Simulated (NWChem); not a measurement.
System: HS2, doublet; SMILES [S]S

Input file for NWChem:

```
start job
memory heap 200 mb stack 900 mb global 1100 mb
geometry units angstroms noautoz
  S      0.029869    -1.052074     0.000000
  S      0.067440     0.943595     0.000000
  H     -1.275563     1.274027     0.000000
end
basis spherical
  S library 6-31+g*
  H library 6-31+g*
end
dft
  odft
  mult 2
  xc pbe0
  iterations 150
  mulliken
end
task dft energy
```

Output (shortened):

```
             Northwest Computational Chemistry Package (NWChem) 7.3.0
             --------------------------------------------------------

 CS  symmetry detected

                             Geometry "geometry" -> ""
                             -------------------------

 Output coordinates in angstroms (scale by  1.889725989 to convert to a.u.)

  No.       Tag          Charge          X              Y              Z
 ---- ---------------- ---------- -------------- -------------- --------------
    1 S                   16.0000     0.01242945    -1.03822997     0.00000000
    2 S                   16.0000     0.06713209     0.95704293     0.00000000
    3 H                    1.0000    -1.27298463     1.29899257     0.00000000

 Effective nuclear repulsion energy (a.u.)      77.1657116534

      Symmetry information
      --------------------

 Group name             Cs
 Group number              2
 Group order               2
 No. of unique centers     3

                                 NWChem DFT Module
                                 -----------------

 Summary of "ao basis" -> "ao basis" (spherical)
 ------------------------------------------------------------------------------
       Tag                 Description            Shells   Functions and Types
 ---------------- ------------------------------  ------  ---------------------
 S                          6-31+g*                 10       22   5s4p1d
 H                          6-31+g*                  2        2   2s

      Symmetry analysis of basis
      --------------------------

        a'         34
        a"         12

            General Information
            -------------------
          SCF calculation type: DFT
          Wavefunction type:  spin polarized.
          No. of atoms     :     3
          No. of electrons :    33
           Alpha electrons :    17
            Beta electrons :    16
          Charge           :     0
          Spin multiplicity:     2
          Use of symmetry is: on ; symmetry adaption is: on
          Maximum number of iterations: 150
          AO basis - number of functions:    46
                     number of shells:    22
          Convergence on energy requested:  1.00D-06
          Convergence on density requested:  1.00D-05
          Convergence on gradient requested:  5.00D-04

              XC Information
              --------------
                         PBE0 Method XC Functional
                     Hartree-Fock (Exact) Exchange  0.250
          PerdewBurkeErnzerhof Exchange Functional  0.750
            Perdew 1991 LDA Correlation Functional  1.000 local
           PerdewBurkeErnz. Correlation Functional  1.000 non-local

             Grid Information
             ----------------
          Grid used for XC integration:  medium
          Radial quadrature: Mura-Knowles
          Angular quadrature: Lebedev.
          Tag              B.-S. Rad. Rad. Pts. Rad. Cut. Ang. Pts.
          ---              ---------- --------- --------- ---------
          S                   1.00       88          11.0       590
          H                   0.35       45          10.0       434
          Grid pruning is: on
          Number of quadrature shells:   221
          Spatial weights used:  Erf1

      Superposition of Atomic Density Guess
      -------------------------------------

 Sum of atomic energies:        -795.41073373

      Non-variational initial energy
      ------------------------------

 Total energy =    -795.657209
 1-e energy   =   -1253.022007
 2-e energy   =     380.199086
 HOMO         =      -0.208350
 LUMO         =       0.011964

   Symmetry analysis of molecular orbitals - initial alpha
   -------------------------------------------------------

  Numbering of irreducible representations:

     1 a'          2 a"

  Orbital symmetries:

     1 a'          2 a'          3 a'          4 a'          5 a'
     6 a'          7 a"          8 a'          9 a'         10 a"
    11 a'         12 a'         13 a'         14 a'         15 a"
    16 a'         17 a"         18 a'         19 a'         20 a'
    21 a"         22 a'         23 a'         24 a'         25 a"
    26 a'         27 a'

   Symmetry analysis of molecular orbitals - initial beta
   ------------------------------------------------------

  Numbering of irreducible representations:

     1 a'          2 a"

  Orbital symmetries:

     1 a'          2 a'          3 a'          4 a'          5 a'
     6 a'          7 a"          8 a'          9 a'         10 a"
    11 a'         12 a'         13 a'         14 a'         15 a"
    16 a'         17 a"         18 a'         19 a'         20 a'
    21 a"         22 a'         23 a'         24 a'         25 a"
    26 a'         27 a'

     ---------------------------------------------
      Total Density - Mulliken Population Analysis
     ---------------------------------------------

    Atom       Charge   Shell Charges
 -----------   ------   -------------------------------------------------------
    1 S   16    16.40   2.00  2.00  5.98  1.36  2.93  0.59  1.46 -0.01  0.07  0.03
    2 S   16    15.83   2.00  2.00  5.98  1.31  2.72  0.55  1.23 -0.03  0.03  0.05
    3 H    1     0.77   0.40  0.37

     --------------------------------------------
      Spin Density - Mulliken Population Analysis
     --------------------------------------------

    Atom       Charge   Shell Charges
 -----------   ------   -------------------------------------------------------
    1 S   16     0.54   0.00  0.00  0.00  0.00  0.34  0.00  0.18  0.00  0.01  0.00
    2 S   16     0.46   0.00  0.00  0.00  0.00  0.29  0.00  0.16  0.00  0.01  0.00
    3 H    1     0.00   0.00  0.00

   convergence    iter        energy       DeltaE   RMS-Dens  Diis-err
 ---------------- ----- ----------------- --------- --------- ---------
 d= 0,ls=0.0,diis     1   -796.5940982383 -8.74D+02  1.12D-02  6.28D-02
                                                     1.23D-02  6.54D-02
 d= 0,ls=0.0,diis     2   -796.5814518473  1.26D-02  7.42D-03  7.97D-02
                                                     8.33D-03  7.50D-02
 d= 0,ls=0.0,diis     3   -796.6324463871 -5.10D-02  1.73D-03  5.40D-03
                                                     2.48D-03  6.57D-03
 d= 0,ls=0.0,diis     4   -796.6366995569 -4.25D-03  5.65D-04  7.46D-04
                                                     4.42D-04  5.49D-04
 d= 0,ls=0.0,diis     5   -796.6371365832 -4.37D-04  1.51D-04  2.75D-05
                                                     2.05D-04  1.62D-05
  Resetting Diis
 d= 0,ls=0.0,diis     6   -796.6371646950 -2.81D-05  9.89D-05  8.76D-06
                                                     9.75D-05  4.43D-06
 d= 0,ls=0.0,diis     7   -796.6371723347 -7.64D-06  4.44D-05  9.10D-07
                                                     3.32D-05  4.06D-07
 d= 0,ls=0.0,diis     8   -796.6371726114 -2.77D-07  1.83D-05  5.27D-07
                                                     2.90D-05  8.54D-07
 d= 0,ls=0.0,diis     9   -796.6371731499 -5.39D-07  1.29D-05  1.64D-07
                                                     1.02D-05  7.12D-08
 d= 0,ls=0.0,diis    10   -796.6371732672 -1.17D-07  5.36D-06  1.40D-08
                                                     7.12D-06  1.06D-08

         Total DFT energy =     -796.637173267174
      One electron energy =    -1253.602089546492
           Coulomb energy =      431.236854129402
    Exchange-Corr. energy =      -51.437649503509
 Nuclear repulsion energy =       77.165711653426

 Numeric. integr. density =       32.999996532390

                  Occupations of the irreducible representations
                  ----------------------------------------------

                     irrep           alpha         beta
                     --------     --------     --------
                     a'               13.0         13.0
                     a"                4.0          3.0

                    DFT Final Alpha Molecular Orbital Analysis
                    ------------------------------------------

 Vector   15  Occ=1.000000D+00  E=-3.845188D-01  Symmetry=a"
              MO Center=  3.5D-02,  5.4D-02,  2.5D-15, r^2= 2.2D+00
   Bfn.  Coefficient  Atom+Function         Bfn.  Coefficient  Atom+Function
  ----- ------------  ---------------      ----- ------------  ---------------
    31      0.521401  2 S  pz                 9      0.474647  1 S  pz
    35      0.246545  2 S  pz                13      0.209061  1 S  pz
    27     -0.197270  2 S  pz                 5     -0.179796  1 S  pz
    19      0.042275  1 S  d -1              41     -0.036718  2 S  d -1

 Vector   16  Occ=1.000000D+00  E=-2.763279D-01  Symmetry=a'
              MO Center= -4.4D-02, -7.4D-01, -3.1D-16, r^2= 2.2D+00
   Bfn.  Coefficient  Atom+Function         Bfn.  Coefficient  Atom+Function
  ----- ------------  ---------------      ----- ------------  ---------------
     7      0.682177  1 S  px                11      0.383235  1 S  px
     3     -0.255699  1 S  px                46      0.231716  3 H  s
    32     -0.170886  2 S  s                 29     -0.151960  2 S  px
    45      0.132984  3 H  s                 28     -0.100154  2 S  s
    30     -0.082296  2 S  py                40     -0.058657  2 S  d -2

 Vector   17  Occ=1.000000D+00  E=-2.659400D-01  Symmetry=a"
              MO Center=  3.0D-02, -1.3D-01,  5.2D-16, r^2= 2.7D+00
   Bfn.  Coefficient  Atom+Function         Bfn.  Coefficient  Atom+Function
  ----- ------------  ---------------      ----- ------------  ---------------
     9      0.575982  1 S  pz                31     -0.528433  2 S  pz
    13      0.345426  1 S  pz                35     -0.325283  2 S  pz
     5     -0.211970  1 S  pz                27      0.193907  2 S  pz
    39     -0.039867  2 S  pz                17      0.038471  1 S  pz
    41     -0.030483  2 S  d -1

 Vector   18  Occ=0.000000D+00  E=-3.733485D-02  Symmetry=a'
              MO Center= -6.5D-02,  1.6D-01, -3.6D-16, r^2= 5.6D+00
   Bfn.  Coefficient  Atom+Function         Bfn.  Coefficient  Atom+Function
  ----- ------------  ---------------      ----- ------------  ---------------
    14      1.008210  1 S  s                 36     -0.845992  2 S  s
    32     -0.756169  2 S  s                 38      0.669710  2 S  py
    12      0.662541  1 S  py                34      0.618239  2 S  py
    10      0.599490  1 S  s                 16      0.573753  1 S  py
     8      0.486541  1 S  py                30      0.400466  2 S  py

 Vector   19  Occ=0.000000D+00  E=-1.208049D-02  Symmetry=a'
              MO Center= -7.9D-01,  7.8D-01, -1.2D-14, r^2= 5.0D+00
   Bfn.  Coefficient  Atom+Function         Bfn.  Coefficient  Atom+Function
  ----- ------------  ---------------      ----- ------------  ---------------
    36      1.161069  2 S  s                 46      0.785121  3 H  s
    32     -0.752491  2 S  s                 33      0.618214  2 S  px
    10     -0.424863  1 S  s                 34     -0.374413  2 S  py
    29      0.363552  2 S  px                37     -0.265265  2 S  px
    30     -0.196324  2 S  py                38     -0.195246  2 S  py

 Vector   20  Occ=0.000000D+00  E= 4.555789D-02  Symmetry=a'
              MO Center=  7.5D-01, -2.1D-01, -2.7D-14, r^2= 9.8D+00
   Bfn.  Coefficient  Atom+Function         Bfn.  Coefficient  Atom+Function
  ----- ------------  ---------------      ----- ------------  ---------------
    14      1.111183  1 S  s                 46     -0.762130  3 H  s
    33     -0.656209  2 S  px                10     -0.529345  1 S  s
    36      0.452922  2 S  s                 37      0.408845  2 S  px
    38      0.309716  2 S  py                16     -0.273819  1 S  py
    29     -0.267172  2 S  px                12      0.175664  1 S  py

                     DFT Final Beta Molecular Orbital Analysis
                     -----------------------------------------

 Vector   14  Occ=1.000000D+00  E=-3.855630D-01  Symmetry=a'
              MO Center=  1.7D-01,  1.6D-01, -6.7D-15, r^2= 2.7D+00
   Bfn.  Coefficient  Atom+Function         Bfn.  Coefficient  Atom+Function
  ----- ------------  ---------------      ----- ------------  ---------------
    30      0.463675  2 S  py                 8     -0.415325  1 S  py
    29      0.293745  2 S  px                34      0.188977  2 S  py
    10      0.178602  1 S  s                 26     -0.175606  2 S  py
     6      0.172363  1 S  s                 28      0.170527  2 S  s
     4      0.160154  1 S  py                 7      0.138424  1 S  px

 Vector   15  Occ=1.000000D+00  E=-3.371832D-01  Symmetry=a"
              MO Center=  4.3D-02,  3.9D-01,  7.1D-15, r^2= 2.1D+00
   Bfn.  Coefficient  Atom+Function         Bfn.  Coefficient  Atom+Function
  ----- ------------  ---------------      ----- ------------  ---------------
    31      0.585343  2 S  pz                 9      0.338537  1 S  pz
    35      0.314790  2 S  pz                27     -0.222864  2 S  pz
    13      0.165328  1 S  pz                 5     -0.132517  1 S  pz
    19      0.051236  1 S  d -1              41     -0.045215  2 S  d -1

 Vector   16  Occ=1.000000D+00  E=-2.654004D-01  Symmetry=a'
              MO Center= -4.3D-02, -7.4D-01, -1.0D-15, r^2= 2.2D+00
   Bfn.  Coefficient  Atom+Function         Bfn.  Coefficient  Atom+Function
  ----- ------------  ---------------      ----- ------------  ---------------
     7      0.676719  1 S  px                11      0.385638  1 S  px
     3     -0.254220  1 S  px                46      0.237919  3 H  s
    32     -0.174561  2 S  s                 29     -0.143817  2 S  px
    45      0.133463  3 H  s                 28     -0.101906  2 S  s
    30     -0.085707  2 S  py                40     -0.060351  2 S  d -2

 Vector   17  Occ=0.000000D+00  E=-1.433988D-01  Symmetry=a"
              MO Center=  2.3D-02, -4.7D-01, -4.5D-16, r^2= 2.7D+00
   Bfn.  Coefficient  Atom+Function         Bfn.  Coefficient  Atom+Function
  ----- ------------  ---------------      ----- ------------  ---------------
     9      0.594351  1 S  pz                31     -0.414324  2 S  pz
    13      0.411478  1 S  pz                35     -0.291171  2 S  pz
     5     -0.225064  1 S  pz                27      0.152431  2 S  pz
    17      0.114432  1 S  pz                39     -0.093926  2 S  pz
    41     -0.041151  2 S  d -1

 Vector   18  Occ=0.000000D+00  E=-2.827650D-02  Symmetry=a'
              MO Center= -1.0D-01,  2.7D-01, -1.8D-16, r^2= 6.0D+00
   Bfn.  Coefficient  Atom+Function         Bfn.  Coefficient  Atom+Function
  ----- ------------  ---------------      ----- ------------  ---------------
    14      1.160886  1 S  s                 36     -0.928118  2 S  s
    32     -0.783827  2 S  s                 38      0.756641  2 S  py
    16      0.642986  1 S  py                12      0.634661  1 S  py
    34      0.576952  2 S  py                10      0.568159  1 S  s
     8      0.470843  1 S  py                30      0.369292  2 S  py

 Vector   19  Occ=0.000000D+00  E=-9.163678D-03  Symmetry=a'
              MO Center= -7.8D-01,  7.3D-01,  2.0D-14, r^2= 5.0D+00
   Bfn.  Coefficient  Atom+Function         Bfn.  Coefficient  Atom+Function
  ----- ------------  ---------------      ----- ------------  ---------------
    36      1.302119  2 S  s                 46      0.772102  3 H  s
    32     -0.712083  2 S  s                 33      0.612982  2 S  px
    10     -0.467679  1 S  s                 34     -0.415602  2 S  py
    29      0.360406  2 S  px                38     -0.283268  2 S  py
    37     -0.267948  2 S  px                14     -0.257101  1 S  s

     ---------------------------------------------
      Total Density - Mulliken Population Analysis
     ---------------------------------------------

[...]
```

Level: PBE0/6-31+G* (spherical d), spin-unrestricted. In the optimisation the excess spin sits in a" (Cs, its own frame). Coordinates come from a PBE-D3(BJ)/def2-SVP, spin-unrestricted optimisation. No stability test was run on the SCF state.
